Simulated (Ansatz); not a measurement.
Two members of one family (Series GaX3), computed with Ansatz in the gas phase. The two geometries come from different levels. Binding counts from free atoms in the multiplicity of their measured ground term, without zero-point energy. A dash marks a value that wasn't run or was left out as unsound. The structures are stationary points that may keep the symmetry of their start. Remarks come from the PBE and PBE0 runs and from stability tests at other levels; not every state was tested. HOMO above LUMO (over both spins in singlets and doublets, within one spin in higher multiplets; at PBE or PBE0), or a gap under 0.15 eV within one spin, warns that the state may not be the lowest or that an electron is smeared out.

First: GaBr3 (singlet, charge 0, PBE-D4/def2-SVP geometry).

```xyz
4

Ga    0.0001    0.0002    0.0001
Br   -1.1259   -1.5777   -1.2082
Br    0.7637    1.8926   -1.0246
Br    0.3621   -0.3151    2.2326
```

```tsv
level	HOMO (eV)	LUMO (eV)	gap (eV)	vertical IE (eV)	binding per atom (eV)
LDA (SPW92)/def2-TZVP	-7.59	-3.61	3.98	–	2.92
PBE-D4/def2-TZVP	-7.41	-3.28	4.13	10.03	2.55
r2SCAN-D4/def2-TZVP	-7.77	-3.08	4.68	10.32	2.59
PBE0-D4/def2-SVP	-8.60	-2.31	6.28	–	2.54
HSE06-D4/def2-TZVP	-8.32	-2.79	5.53	–	2.54
```

Second: GaF3 (singlet, charge 0, PBE-D4/def2-TZVP geometry).

```xyz
4

Ga    0.000    0.000    0.000
F    -0.482   -1.376   -0.961
F     0.578    1.450   -0.781
F    -0.096   -0.074    1.742
```

Question: Estimate the same table for the second.

Answer: 
```tsv
level	HOMO (eV)	LUMO (eV)	gap (eV)	vertical IE (eV)	binding per atom (eV)
LDA (SPW92)/def2-TZVP	-9.93	-3.97	5.96	–	4.31
PBE-D4/def2-TZVP	-9.63	-3.58	6.05	13.43	3.73
r2SCAN-D4/def2-TZVP	-10.14	-3.26	6.88	13.76	3.66
PBE0-D4/def2-SVP	-11.46	-2.45	9.01	–	3.56
HSE06-D4/def2-TZVP	-11.32	-2.94	8.38	–	3.55
```

Remarks: gap within one spin near zero at PBE or PBE0 (+1 doublet).
